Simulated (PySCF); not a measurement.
C2H5ClOSi. Atoms are numbered in the order given.

```xyz
10

C      0.6051     3.1111     0.0000
C     -0.2404     2.0802     0.0000
O      0.1829     0.7851     0.0000
Si    -0.7524    -0.5951     0.0000
Cl     0.5579    -2.1825     0.0000
H      1.6856     2.9522     0.0000
H      0.2172     4.1304     0.0000
H     -1.3287     2.2321     0.0000
H     -1.5881    -0.6551     1.2259
H     -1.5881    -0.6551    -1.2259
```
Charge 0, spin multiplicity 1.

Geometry optimised at B3LYP-D3(BJ)/def2-SVP. The geometry has at least one imaginary mode, so it is a saddle point at that level. The structure was generated by enumeration, and PubChem lists no compound with its InChIKey, so it may never have been made. The values are those of a single conformer.

These are PBE/def2-TZVP in PySCF values and carry that method's errors.

The molecule is in vacuum.

Computed frontier levels, gap, dipole moment and polarisability:
```json
{
  "highest_occupied_level": "-5.93 eV",
  "lowest_empty_level": "-0.85 eV",
  "orbital_gap": "5.07 eV",
  "dipole_moment": "1.62 D",
  "quadrupole, principal values (traceless, Buckingham form, about the centre of nuclear charge)": "-3.22, 0.38, 2.84 D·Å",
  "mean_static_polarisability": "67.6 bohr³ (10.02 Å³)",
  "polarisability_principal_values": "49.3, 63.0, 90.4 bohr³"
}
```
